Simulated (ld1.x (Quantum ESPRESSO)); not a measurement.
# Reading a pseudo-wave (W (Z = 74))

Columns: radius, all-electron u(r) and pseudo u(r) of the 5p shell (level -50.79 eV) of tungsten in the configuration [Kr] 4d10 4f14 5s2 5p6 5d4 6s1 6p0; PW91, scalar-relativistic, ultrasoft scheme, ld1.x (Quantum ESPRESSO) 7.5.

```csv
r (bohr),all-electron,pseudo
0.155,-0.3570,-0.0345
0.310,0.4261,-0.1321
0.465,0.3919,-0.2756
0.620,-0.1924,-0.4405
0.775,-0.6949,-0.5995
0.930,-0.9646,-0.7277
1.085,-1.0414,-0.8073
1.240,-0.9975,-0.8302
1.395,-0.8924,-0.7990
1.550,-0.7646,-0.7251
1.705,-0.6366,-0.6255
1.860,-0.5194,-0.5182
2.015,-0.4178,-0.4179
2.170,-0.3323,-0.3323
2.325,-0.2622,-0.2622
2.480,-0.2055,-0.2055
2.635,-0.1602,-0.1602
2.790,-0.1244,-0.1244
2.945,-0.0962,-0.0962
3.100,-0.0741,-0.0741
3.255,-0.0570,-0.0570
3.410,-0.0437,-0.0437
3.565,-0.0334,-0.0334
3.720,-0.0255,-0.0255
3.875,-0.0194,-0.0194
4.030,-0.0148,-0.0148
```

(1) How many radial nodes do the two functions have?

(2) At about which radius was the pseudo-wave matched?

(3) Where does each function peak?

(4) Is the pseudo-wave norm-conserving?

## Answers

(1) The all-electron 5p function has n − l − 1 = 3 (the table is too coarse to show those close to the nucleus); the pseudo-wave has 0, since the states of the same l below it are removed with the core.

(2) 2.15 bohr, where the columns begin to agree (steps of 0.15 bohr).

(3) Outermost all-electron maximum near 1.08 bohr, pseudo maximum near 1.24 bohr (to the table’s step).

(4) No, it belongs to an ultrasoft set: the norm inside the radius is not constrained, and the difference is carried by the augmentation charge.
